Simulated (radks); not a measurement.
Results of a calculation; reference values are marked as such.
Q: These are the eigenvalues of the occupied orbitals of an atom or ion with whole-number occupations (hartree). Code: a radial shooting solver on a logarithmic mesh with Libxc functionals. Model: scalar-relativistic Kohn-Sham, LDA (Slater exchange, Perdew-Wang correlation), spin-polarised, spherical densities, finite nucleus; Fermi nuclear charge, rms radius of each element as measured or else 0.836 A^(1/3) + 0.57 fm.

| orbital | eigenvalue |
|---|---|
| 1s up | -767.5916 |
| 1s down | -767.5915 |
| 2s up | -111.0563 |
| 2s down | -111.0384 |
| 2p up | -99.65136 |
| 2p down | -99.63744 |
| 3s up | -20.76217 |
| 3s down | -20.74943 |
| 3p up | -17.01939 |
| 3p down | -17.00549 |
| 3d up | -10.94484 |
| 3d down | -10.92619 |
| 4s up | -4.41639 |
| 4s down | -4.33242 |
| 4p up | -3.36821 |
| 4p down | -3.27999 |
| 4d up | -1.85009 |

Which element is it, and in what charge state? The configuration may be excited. Open shells, if any, are filled with parallel spins first.

A: Z = 43, technetium, charge +4: Tc4+ in [Kr] 4d3. The list shows which subshells hold electrons but not how many an open one holds; the 1s level, -767.59 hartree, gives Z - s = 39.2 by -(Z - s)^2/2, which with screening and relativity narrows Z to a few neighbours, and the depths of the outer levels then fix element, charge and occupations together.
